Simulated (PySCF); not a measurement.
Isomers of C6H11NO. Theory: PBE0-D3(BJ)/def2-SVP geometry optimisation, gas phase (PySCF 2.14.0). One conformer each; no zero-point energy, no entropy. No frequencies were run at this level. Point groups hold within 0.08 Å.

Question: Rank from lowest to highest electronic energy at this level (kJ/mol).
A. `[CH2:1]=[CH:2][C@@H:3]([CH2:4][CH3:5])[C:6]([NH2:7])=[O:8]` with C1–C2–C3–C4 121°, C2–C3–C4–C5 -164°, C2–C3–C6–N7 53°, C3–C6–N7–H -176° and -12°
B. `[CH3:1][N:2]([CH3:3])[C:4](=[O:5])[CH:6]1[CH2:7][CH2:8]1` with N2–C4–C6–C7 -155°

Answer: A (0.0), B (39.0).

As drawn, the lower has an N–H bond and a C=C bond outside aromatic rings, which the higher lacks; the higher has a three-membered ring, which the lower lacks.

```json
{"SMILES": "C=C[C@@H](CC)C(N)=O", "E (Eh)": "-364.56084", "E rel (kJ/mol)": "0.0", "dipole (D)": "3.32", "point group": "C1", "A, B, C (MHz)": "2326, 1795, 1125"}
{"SMILES": "CN(C)C(=O)C1CC1", "E (Eh)": "-364.54600", "E rel (kJ/mol)": "39.0", "dipole (D)": "3.52", "point group": "C1", "A, B, C (MHz)": "4007, 1412, 1152"}
```

How do the relative energies change in single points at CAM-B3LYP/def2-SVPD (no added dispersion term) on the same geometries?

```json
{"SMILES": "C=C[C@@H](CC)C(N)=O", "PBE0-D3(BJ)/def2-SVP (kJ/mol)": "0.0", "CAM-B3LYP/def2-SVPD (kJ/mol)": "0.0", "shift": "0.0"}
{"SMILES": "CN(C)C(=O)C1CC1", "PBE0-D3(BJ)/def2-SVP (kJ/mol)": "39.0", "CAM-B3LYP/def2-SVPD (kJ/mol)": "54.0", "shift": "+15.0"}
```

Each column counts from its own lowest isomer. The order is unchanged; the largest shift is 15.0 kJ/mol.

As an exercise, what shares would exp(−E/RT) give at 2000 K from these electronic energies alone (no entropy, no degeneracies)?

RT = 16.629 kJ/mol: C=C[C@@H](CC)C(N)=O 91.2 %, CN(C)C(=O)C1CC1 8.8 %.
